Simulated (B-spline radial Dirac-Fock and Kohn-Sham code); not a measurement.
Method: ΔSCF Dirac-Fock with Breit, self-energy and vacuum polarisation, finite nucleus, configuration average. Computed with an atomic code on a B-spline grid. Free neutral atoms.

Task: Order these X-ray lines by photon energy, lowest first.
A. Ir Mα2
B. Yb Mβ
C. Tm Mζ2
D. Ni Lβ4
E. Ge Lγ5
F. Rb Lβ1

Result: D (942.2 eV), C (1127.4 eV), E (1242.9 eV), B (1568.9 eV), F (1754.1 eV), A (1979.6 eV).
